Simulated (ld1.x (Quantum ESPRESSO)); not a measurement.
How hard is this P (Z = 15) ultrasoft potential?

| Quantity | Value |
| --- | --- |
| Element | P |
| Generator | ld1.x (Quantum ESPRESSO) 7.5 |
| Type | ultrasoft |
| Functional | revPBE |
| Relativity | fully relativistic |
| Frozen core | [Ne] |
| Valence charge | 5 |
| Reference configuration | 3s1 3p4 |
| Partial waves | 3s (bound): rcut 1.45, rcutus 1.85 bohr; 3s channel at 3.85 Ry: rcut 1.45, rcutus 1.85 bohr; 3p (bound): rcut 1.10, rcutus 1.40 bohr; 3p channel at -0.1 Ry: rcut 1.10, rcutus 1.40 bohr |
| Local potential | all-electron potential smoothed inside 1.60 bohr (lloc = -1) |
| Core correction | Bessel-smoothed model core inside 1.05 bohr |
| Augmentation charge | PSQ, radius 1.00 bohr |

Open shells are filled in proportion to 2j + 1 (rel_dist='average').

The pseudo-atom Hamiltonian at the reference potential is diagonalised in spherical Bessel functions j_l(qr) that vanish at 20 bohr, with q² up to the cutoff. All-electron valence levels (Ry): 3s -1.0762, 3p1/2 -0.4473, 3p3/2 -0.4432.

Task: How do the lowest levels (Ry) of each channel move with the cutoff, and are there ghosts?

Result:

| cutoff (Ry) | s #1 | p1/2 #1 | p1/2 #2 | p3/2 #1 | p3/2 #2 | d #1 | d #2 | f #1 | f #2 | Σ f·Δε (mRy) |
| --- | --- | --- | --- | --- | --- | --- | --- | --- | --- | --- |
| 8 | -1.0760 | -0.4433 | 0.0214 | -0.4393 | 0.0215 | 0.0603 | 0.1395 | 0.1129 | 0.2376 | 16.2 |
| 10 | -1.0760 | -0.4455 | 0.0212 | -0.4414 | 0.0214 | 0.0602 | 0.1390 | 0.1129 | 0.2376 | 7.6 |
| 12 | -1.0760 | -0.4457 | 0.0212 | -0.4415 | 0.0214 | 0.0601 | 0.1387 | 0.1129 | 0.2376 | 6.9 |
| 15 | -1.0760 | -0.4459 | 0.0212 | -0.4417 | 0.0214 | 0.0601 | 0.1386 | 0.1129 | 0.2376 | 6.0 |
| 18 | -1.0761 | -0.4463 | 0.0212 | -0.4422 | 0.0214 | 0.0601 | 0.1384 | 0.1129 | 0.2376 | 4.3 |
| 21 | -1.0761 | -0.4467 | 0.0212 | -0.4426 | 0.0213 | 0.0600 | 0.1384 | 0.1129 | 0.2376 | 2.5 |
| 25 | -1.0762 | -0.4471 | 0.0211 | -0.4430 | 0.0213 | 0.0600 | 0.1384 | 0.1129 | 0.2376 | 0.9 |
| 30 | -1.0762 | -0.4472 | 0.0211 | -0.4431 | 0.0213 | 0.0600 | 0.1384 | 0.1129 | 0.2376 | 0.4 |
| 35 | -1.0762 | -0.4472 | 0.0211 | -0.4431 | 0.0213 | 0.0600 | 0.1384 | 0.1129 | 0.2376 | 0.4 |
| 400 | -1.0762 | -0.4473 | 0.0211 | -0.4432 | 0.0213 | 0.0600 | 0.1384 | 0.1129 | 0.2376 | 0.0 |

Result: no extra level below or beside the all-electron valence levels (s, p1/2, p3/2, d, f tested); 10 mRy is reached at 10 Ry and 1 mRy at 25 Ry.
